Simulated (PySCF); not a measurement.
C2H8ClNSi2, SMILES C[Si@H](Cl)/C=N/[SiH3]. Atoms are numbered in the order given.

```xyz
14

C      1.5143    -0.4267    -1.7285
Si     1.0409     0.6417    -0.2819
Cl     2.4222     0.4446     1.2585
C     -0.6463     0.0902     0.3897
N     -1.5260    -0.2304    -0.4728
Si    -3.1661    -0.7458    -0.0690
H      0.6822    -0.4261    -2.4503
H      2.4261    -0.0607    -2.2242
H      1.6839    -1.4627    -1.3968
H      0.9773     2.0857    -0.6347
H     -0.8463     0.0665     1.4875
H     -3.3817    -0.7643     1.4133
H     -4.1194     0.2018    -0.7073
H     -3.3740    -2.1094    -0.6274
```

Geometry: ωB97X-D3(BJ)/def2-SVP. The structure was generated by enumeration; whether it is a known compound was not checked. One conformer was computed; it need not be the lowest.

These are PySCF with PBE/def2-TZVP values and carry that method's errors.

ESP charges are fitted to the potential on shells at 1.4 to 2.0 van der Waals radii. Atomic charges (e):

```tsv
atom	meta-Löwdin	ESP fit
C1	…	-0.49
Si2	…	0.23
Cl3	-0.31	-0.17
C4	-0.16	0.21
N5	…	-0.33
Si6	0.55	0.25
H7	…	0.13
H8	…	0.17
H9	…	0.16
H10	…	-0.04
H11	0.08	0.01
H12	-0.11	-0.06
H13	-0.08	-0.04
H14	-0.08	-0.03
```

Fill in the missing entries. (Estimate from the structure and the level; the computed values follow.)


- C1, meta-Löwdin: -0.60
- Si2, meta-Löwdin: 0.78
- N5, meta-Löwdin: -0.42
- H7, meta-Löwdin: 0.15
- H8, meta-Löwdin: 0.14
- H9, meta-Löwdin: 0.14
- H10, meta-Löwdin: -0.09

Computed Mayer and Wiberg (Löwdin basis) orders of the bonds:
| bond | Mayer | Wiberg |
|---|---|---|
| C1–Si2 | 1.03 | 1.25 |
| Si2–Cl3 | 1.15 | 1.78 |
| Si2–C4 | 0.93 | 1.07 |
| C4–N5 | 1.86 | 2.34 |
| N5–Si6 | 1.09 | 1.33 |
| C1–H7 | 0.93 | 0.88 |
| C1–H8 | 0.94 | 0.90 |
| C1–H9 | 0.94 | 0.89 |
| Si2–H10 | 0.92 | 0.89 |
| C4–H11 | 0.90 | 0.86 |
| Si6–H12 | 0.91 | 0.95 |
| Si6–H13 | 0.94 | 0.96 |
| Si6–H14 | 0.94 | 0.96 |
